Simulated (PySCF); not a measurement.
Can point charges reproduce the dipole moment of `C(C(C)C)C(C)(C)CS`?

Coordinates (GFN2-xTB, Å) and charges (e) from the PBE0/pcSseg-1 density (PySCF):

| atom | x | y | z | Mulliken | IAO | Hirshfeld | ESP-fitted |
| --- | --- | --- | --- | --- | --- | --- | --- |
| C1 | 2.086 | -1.053 | 0.069 | -0.2101 | -0.4145 | -0.1175 | -0.5870 |
| C2 | 1.403 | 0.085 | -0.686 | -0.3971 | -0.0878 | -0.0159 | +0.5539 |
| C3 | 2.407 | 1.223 | -0.890 | -0.2054 | -0.4138 | -0.1179 | -0.5635 |
| C4 | 0.173 | 0.655 | 0.036 | -0.0683 | -0.2562 | -0.0715 | -0.5654 |
| C5 | -1.094 | -0.217 | 0.168 | -0.5901 | +0.0484 | +0.0229 | +0.6345 |
| C6 | -1.347 | -1.043 | -1.097 | -0.1451 | -0.4137 | -0.1174 | -0.5895 |
| C7 | -1.034 | -1.138 | 1.387 | -0.1261 | -0.4191 | -0.1284 | -0.1326 |
| C8 | -2.311 | 0.712 | 0.331 | -0.2451 | -0.3270 | -0.0674 | -0.4794 |
| S9 | -2.260 | 1.813 | 1.787 | -0.1219 | -0.0811 | -0.0492 | -0.3028 |
| H10 | 1.481 | -1.955 | 0.068 | +0.1224 | +0.1312 | +0.0366 | +0.1413 |
| H11 | 2.283 | -0.765 | 1.099 | +0.1055 | +0.1345 | +0.0389 | +0.1508 |
| H12 | 3.036 | -1.294 | -0.405 | +0.1104 | +0.1366 | +0.0391 | +0.1299 |
| H13 | 1.106 | -0.279 | -1.674 | +0.1187 | +0.1227 | +0.0332 | -0.0457 |
| H14 | 3.284 | 0.866 | -1.425 | +0.1108 | +0.1365 | +0.0388 | +0.1337 |
| H15 | 2.731 | 1.619 | 0.071 | +0.1030 | +0.1331 | +0.0375 | +0.1424 |
| H16 | 1.966 | 2.035 | -1.464 | +0.1086 | +0.1340 | +0.0374 | +0.1156 |
| H17 | 0.482 | 0.963 | 1.038 | +0.1112 | +0.1262 | +0.0284 | +0.1091 |
| H18 | -0.110 | 1.559 | -0.513 | +0.1057 | +0.1150 | +0.0289 | +0.1447 |
| H19 | -2.319 | -1.528 | -1.043 | +0.1117 | +0.1360 | +0.0396 | +0.1069 |
| H20 | -1.331 | -0.410 | -1.982 | +0.1076 | +0.1334 | +0.0379 | +0.1440 |
| H21 | -0.592 | -1.816 | -1.208 | +0.1219 | +0.1371 | +0.0402 | +0.1390 |
| H22 | -0.932 | -0.553 | 2.298 | +0.1267 | +0.1458 | +0.0240 | +0.0215 |
| H23 | -0.198 | -1.826 | 1.325 | +0.1087 | +0.1340 | +0.0362 | -0.0007 |
| H24 | -1.950 | -1.722 | 1.459 | +0.1010 | +0.1306 | +0.0358 | +0.0398 |
| H25 | -3.215 | 0.120 | 0.481 | +0.1513 | +0.1505 | +0.0428 | +0.2255 |
| H26 | -2.449 | 1.341 | -0.549 | +0.1496 | +0.1426 | +0.0377 | +0.1322 |
| H27 | -1.316 | 2.633 | 1.332 | +0.1346 | +0.0850 | +0.0479 | +0.2018 |

Task: Compute μ = Σ q r for each scheme (1 e·Å = 4.803 D) and compare with the dipole of the full density.

Result: The full density gives (0.90, -0.56, -1.59) D, 1.91 D in size; dipole vectors point from the negative to the positive end.

```tsv
scheme	μx	μy	μz	size (D)	share of the full size (%)	angle to the full dipole (°)
Mulliken	1.25	-0.61	-0.32	1.43	75	43
IAO	0.42	-0.09	-0.75	0.86	45	11
Hirshfeld	0.11	0.15	-0.55	0.58	31	37
ESP-fitted	0.88	-0.52	-1.61	1.91	100	1
```

Task: Which set comes closest?

Result: Length of the difference vector: ESP-fitted 0.04 D, IAO 1.07 D, Mulliken 1.31 D, Hirshfeld 1.48 D. Closest: ESP-fitted. 

Task: What is left for the Hirshfeld atoms' own dipoles?

Result: The shares of the density sum to the whole, so what Σ q r misses lies in dipoles about the nuclei. The atomic dipoles sum to (0.90, -0.56, -1.59) − (0.11, 0.15, -0.55) = (0.79, -0.71, -1.04) D, 1.48 D in size.

Task: With the origin at the mean of the coordinates, (-0.001, 0.001, 0.000) Å, which are the largest single terms, by size, of the IAO dipole along the direction of the full one?

Result: C3 -3.02, C7 +2.63, C8 +2.47, C1 -2.46, H14 +1.63 D; all 27 atoms together +0.85 D. The single terms depend on the origin, their sum doesn't.

Task: Give the size of the full dipole in other units.

Result: 1.91 D = 0.751 au = 0.398 e·Å = 6.37 × 10⁻³⁰ C·m.

The structure is a single GFN2-xTB conformer in the gas phase; no vibrational or solvent corrections.

Conformer computed: `[CH3:1][CH:2]([CH3:3])[CH2:4][C:5]([CH3:6])([CH3:7])[CH2:8][SH:9]`: C1–C2–C4–C5 -69°, C2–C4–C5–C6 -38°, C4–C5–C8–S9 -60°, H–S9–C8–C5 72°.
